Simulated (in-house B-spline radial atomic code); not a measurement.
RPA and G0W0 on BLYP: Sn17+

Configuration [Ar] 3d10 4s2 4p3, highest spin, mean-field start BLYP. Computed with an all-electron radial atomic-structure program (B-spline basis): all electrons, non-relativistic, point nucleus, each spin shell either full or empty, empty states to l = 9 with an (l + 1/2)⁻⁴ tail; G0W0 by contour deformation at full frequency.

Without relativity these are model numbers: it shifts the levels of so heavy an element strongly and can reorder them.

Command:
```bash
python run_gw.py task.json out
```
Settings (radii: box in bohr, nucleus in fm):
```
Z                        50
electrons                33
configuration            [Ar] 3d10 4s2 4p3
hamiltonian              nr
method                   b88,lyp
lmax                     9
spin_polarised           True
box_radius               4.58
intervals                48
```

Time taken, with all properties: 2 s on 1 thread of Arm Neoverse V1 (shared host).

Energies (hartree):

```csv
term,value
mean-field total,-5912.53708
Hartree-Fock functional on these orbitals,-5910.76871
direct second order,-2.8372
second-order exchange,0.83316
SOSEX correction,0.78597
```

(1) What is the RPA correlation energy, and what remains with SOSEX?

Quasi-particle levels (eV):

```
  level  occupied  mean field  Σx - vxc     Σc  QP weight     G0W0
  4p up       yes     -455.01    -14.29      ?          ?        ?
4s down       yes     -488.16     -8.69  -4.56      0.975  -501.41
3d down       yes     -904.62    -39.45   4.95      0.977  -939.12
4p down        no     -447.57     16.64  -3.76      0.973  -434.69
```

G0W0 = mean field + (Σx - vxc) + Σc, with Σc (partial-wave tail included) taken at the quasi-particle energy. Only the outer levels were computed. Levels of low weight are left out.

(2) Where does G0W0 put 4p up?

Answers

(1) RPA gives -2.5919 hartree (-2.14 eV per electron); RPA + SOSEX gives -1.8059, and the second-order doubles -2.004 hartree (no singles). RPA lacks exchange-type terms and so overcorrelates at short range.

(2) At -470.08 eV, with Σc = -0.78 eV and a quasi-particle weight of 0.972. The tabulated removal energy is 466 ± 3 eV (NIST, tabulated theory); the calculation leaves out relativity, Breit and QED terms, and what these don't explain is the method's own error.
